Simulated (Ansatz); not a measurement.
C3H12AlNO, SMILES `C[NH2+][Al-]([CH3])([CH3])[OH]` at its PBE0-D4/def2-TZVP geometry, where that method's forces vanish. Charge 0, multiplicity 1.

```json
{"atom": "C1", "x (Å)": "-1.067", "y (Å)": "-1.624", "z (Å)": "-0.922"}
{"atom": "N2", "x (Å)": "0.084", "y (Å)": "-1.425", "z (Å)": "-0.035"}
{"atom": "Al3", "x (Å)": "0.574", "y (Å)": "0.487", "z (Å)": "0.466"}
{"atom": "C4", "x (Å)": "-1.020", "y (Å)": "1.137", "z (Å)": "1.434"}
{"atom": "C5", "x (Å)": "0.996", "y (Å)": "1.329", "z (Å)": "-1.270"}
{"atom": "O6", "x (Å)": "1.910", "y (Å)": "-0.095", "z (Å)": "1.420"}
{"atom": "H7", "x (Å)": "-0.887", "y (Å)": "-1.096", "z (Å)": "-1.858"}
{"atom": "H8", "x (Å)": "-1.253", "y (Å)": "-2.679", "z (Å)": "-1.135"}
{"atom": "H9", "x (Å)": "-1.952", "y (Å)": "-1.192", "z (Å)": "-0.455"}
{"atom": "H10", "x (Å)": "0.930", "y (Å)": "-1.818", "z (Å)": "-0.438"}
{"atom": "H11", "x (Å)": "-0.048", "y (Å)": "-1.907", "z (Å)": "0.849"}
{"atom": "H12", "x (Å)": "-1.892", "y (Å)": "1.265", "z (Å)": "0.782"}
{"atom": "H13", "x (Å)": "-0.832", "y (Å)": "2.118", "z (Å)": "1.884"}
{"atom": "H14", "x (Å)": "-1.318", "y (Å)": "0.475", "z (Å)": "2.256"}
{"atom": "H15", "x (Å)": "1.419", "y (Å)": "2.330", "z (Å)": "-1.127"}
{"atom": "H16", "x (Å)": "0.113", "y (Å)": "1.462", "z (Å)": "-1.905"}
{"atom": "H17", "x (Å)": "1.735", "y (Å)": "0.764", "z (Å)": "-1.849"}
{"atom": "H18", "x (Å)": "2.507", "y (Å)": "0.468", "z (Å)": "1.904"}
```

(1) For each bond, give half the difference of the two atoms' forces along it (eV/Å; positive pushes the atoms apart) under PBE-D4, r2SCAN-D4, B3LYP-D4, ωB97M-V in def2-TZVPP. (Estimate.)

Results:

(1) The calculation gave: 
```
  bond  length (Å)  PBE-D4  r2SCAN-D4  B3LYP-D4  ωB97M-V
 C1–N2       1.466    0.10       0.26      0.29     0.27
 C1–H8       1.092    0.07      -0.07     -0.09    -0.11
 C1–H9       1.090    0.10      -0.05     -0.09    -0.09
N2–Al3       2.037   -0.04      -0.09     -0.02     0.01
N2–H10       1.016    0.21      -0.01     -0.06    -0.08
Al3–C5       1.974   -0.11      -0.03      0.02    -0.02
Al3–O6       1.741    0.15       0.01      0.05     0.10
C4–H12       1.096    0.12       0.00     -0.03    -0.04
C4–H13       1.096    0.13       0.01     -0.04    -0.04
C4–H14       1.096    0.11       0.01     -0.03    -0.04
C5–H15       1.096    0.13       0.01     -0.04    -0.04
C5–H16       1.096    0.12       0.00     -0.03    -0.04
C5–H17       1.096    0.11       0.01     -0.03    -0.04
O6–H18       0.954    0.36       0.03      0.00    -0.04
```

B3LYP here is the variant with VWN-RPA as its local correlation; programs differ in this.

Program: Ansatz 0.2.0.
